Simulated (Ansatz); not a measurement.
The same path of F2H8N3OTa (15 atoms, charge 0, multiplicity 1) was run 3 times with different band settings. Lost on the way: Ta1–F2, O13–H15. Made: F2–H15.

All numbers below come from RKS PBE/def2-SVP (Ansatz 0.2.0).

Relaxed end points:

```xyz
15
Properties=species:S:1:pos:R:3
Ta -0.165 0.145 0.261
F 1.699 0.646 0.346
N -0.230 0.177 2.286
H -0.912 -0.352 2.844
H 0.525 0.490 2.907
N 0.203 -0.475 -1.692
H -0.456 -1.002 -2.278
H 1.021 -0.223 -2.260
N -1.020 1.887 -0.120
H -1.363 2.542 0.589
H -1.174 2.259 -1.062
F -1.666 -1.040 0.253
O 0.986 -2.020 0.485
H 1.005 -2.008 -0.507
H 1.904 -1.795 0.737
```

```xyz
15
Properties=species:S:1:pos:R:3
Ta -0.511 -0.085 0.224
F 2.679 -1.396 -0.084
N 0.306 0.525 1.920
H 0.926 -0.077 2.471
H 0.201 1.445 2.356
N 0.724 0.414 -1.243
H 0.510 0.563 -2.234
H 1.708 0.120 -1.119
N -1.726 1.464 -0.173
H -2.749 1.442 -0.102
H -1.424 2.368 -0.554
F -2.202 -1.018 0.299
O 0.270 -1.943 0.378
H -0.158 -2.793 0.578
H 1.803 -1.798 0.073
```

Common settings: optimiser quadratic models (default); start path through a guess of the saddle point; force threshold 0.05 eV/Å; iteration limit 60; end points relaxed.

| run | movable images | climbing image | spring |
| --- | --- | --- | --- |
| 1 | 5 | yes | 5.0 eV/Å² |
| 2 | 5 | yes | 0.1 eV/Å² |
| 3 | 8 | no | 5.0 eV/Å² |

(1) What does each run give, and how far can it be trusted?

## Answers

(1) Run 1: converged after 34 iterations, highest image 0.674 eV above the first end. The profile has 2 maxima (images 3, 5) with wells between them (image 4): this band takes more than one step, which may be the mechanism or a detour left from its start path. A vibrational analysis at the climbing image gives one clearly imaginary mode, 66i cm⁻¹: a first-order saddle point.
Run 2: converged after 30 iterations, highest image 0.680 eV above the first end. The profile has 2 maxima (images 3, 5) with wells between them (image 4): this band takes more than one step, which may be the mechanism or a detour left from its start path. The order of the stationary point at the top wasn't checked.
Run 3: converged after 27 iterations, highest image 0.649 eV above the first end. The highest image is an end point: on this band no image between the ends rises above it. Between wells the path still climbs a hump at image 4, 0.40 eV above the well before it.
The orbitals stay closed-shell, which can raise the energy where a bond breaks towards radicals; this wasn't checked here.
